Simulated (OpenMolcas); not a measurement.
## Nb III: effect of the active space

```json
{
  "Program": "OpenMolcas 26.06",
  "Method": "MS-CASPT2 or its RAS form, IPEA 0.25 Eh, imaginary shift 0.1 Eh",
  "Basis": "ANO-RCC-VQZP",
  "Scalar Hamiltonian": "DKH2, point nucleus",
  "Spin-orbit coupling": "RASSI with atomic mean-field integrals over the reference wave functions, term energies averaged over their components"
}
```

A. 3 electrons in 5 orbitals (4d); 2S+1 = 4 even, 10 roots; 2S+1 = 2 even, 40 roots; closed shells correlated: 4s 4p; CASPT2 step about 40 core-seconds
B. 3 electrons in 6 orbitals (4d 5s); 2S+1 = 4 even, 20 roots; 2S+1 = 2 even, 70 roots kept (CI in the orbitals of an earlier block); closed shells correlated: 4s 4p; CASPT2 step about 110 core-seconds
C. 9 electrons in 8 orbitals (RAS1 4p, at most 2 holes; RAS2 4d); 2S+1 = 4 even, 10 roots; 2S+1 = 2 even, 40 roots; closed shells correlated: 4s; CASPT2 step roughly 60 core-seconds
D. 3 electrons in 10 orbitals (4d 5d); 2S+1 = 4 even, 10 roots; 2S+1 = 2 even, 40 roots; closed shells correlated: 4s 4p; CASPT2 step about 6 core-minutes

Energies in cm⁻¹ above 4d³ ⁴F_3/2, the measured ground level; measured values from the list in Shadmi, J. Res. Natl. Bur. Stand. 70A, 435 (1966).

```tsv
Level	A	B	C	D	Measured
4d³ ⁴F_3/2	0.0	0.0	0.0	0.0	0.0
4d³ ⁴F_5/2	515	532	548	518	516
4d³ ⁴F_7/2	1174	1211	1247	1183	1177
4d³ ⁴F_9/2	1933	1990	2050	1952	1939
4d³ ⁴P_1/2 [62 %]	9000	8870	8770	8640	8664
4d³ ²G_7/2	9200	9330	9420	9230	9236
4d³ ²G_9/2	9770	9910	9990	9830	9804
4d³ ⁴P_5/2	9960	9860	9960	9870	9594
4d³ ²P_1/2 [62 %]	10830	10740	10320	10040	
4d³ ²H_9/2	13070	13160	13100	13280	12916
4d³ ²D_3/2(1) [72 %]	13290	13140	13420	13050	
4d³ ²H_11/2	13410	13500	13430	13660	13264
4d³ ²D_5/2(1)	13540	13360	13840	13490	13094
4d³ ²F_7/2	20670	19980	20730	20700	19861
4d³ ²F_5/2	20910	20100	20980	20940	19975
4d³ ²D_5/2(2)	32810	32190	32580	33100	
4d³ ²D_3/2(2)	33160	32610	32910	33390
```

Deviations, from unrounded energies. A percentage is the sum of absolute deviations over the sum of measured energies, with the sign that they share, or ± where signs differ.

```json
{"Against measurement": "mean absolute deviation (cm-1)", "Levels": "12", "A": "270", "B": "150", "C": "340", "D": "280"}
{"Against measurement": "fine structure of the ground term (%)", "Levels": "3", "A": "-0.3", "B": "+2.8", "C": "+5.9", "D": "+0.6"}
{"Against measurement": "other terms of the ground configuration (%)", "Levels": "9", "A": "±2.8", "B": "+1.4", "C": "+3.3", "D": "±2.8"}
```

B lies closest to measurement on these levels and C furthest from it. The largest miss of B in the table is 4d³ ²D_5/2(1), by +270 cm-1. The ranking rests on the paired levels alone, and a cruder setting can come out closer through cancelling errors.

The two smallest mean deviations differ by little beside CASPT2's spread within terms, so their order carries little weight.

Among A to D the level of the table that moves most is 4d³ ²D_5/2(2), by 920 cm-1 (lowest in B, highest in D). Moves below CASPT2's spread within the term are not significant.

Term energies are means over components that CASPT2 splits; among the terms shown or strongly mixed into the levels shown the widest spread is 1900 cm-1 (4d³ ⁴F, C). The CASPT2 spread within a term exceeds the gap to the next term for 4d³ ²G and 4d³ ⁴P, 4d³ ²D(1) and 4d³ ²H, so the order of their levels is uncertain (figures for A; the like holds for B, C, D). Levels of configurations with an s electron are missing; early in the row they begin among the upper levels of the d shell and mix with terms of their name (holds for A). Terms from blocks run as CI alone lack orbitals of their own (holds for B). Active for correlation alone: 4p; no level in the range computed is led by a configuration that opens it, so any true level of that kind is missing (holds for C). Active for correlation alone: 5d; no level in the range computed is led by a configuration that fills it, so any true level of that kind is missing (holds for D). Computed and measured levels are paired by configuration, term and J; levels that our copy of the source lacks, or whose pairing is in doubt (as where it misses far off the trend of its configuration), stay unpaired and out of the deviations. Levels of configurations outside the active space are missing. Levels that lie high or do not pair safely by name in every column are left out.

A share in square brackets marks a mixed level and gives the weight of the term that names it, the lowest over the columns. A number in round brackets counts repeated terms of one configuration in the order of the reference energies.
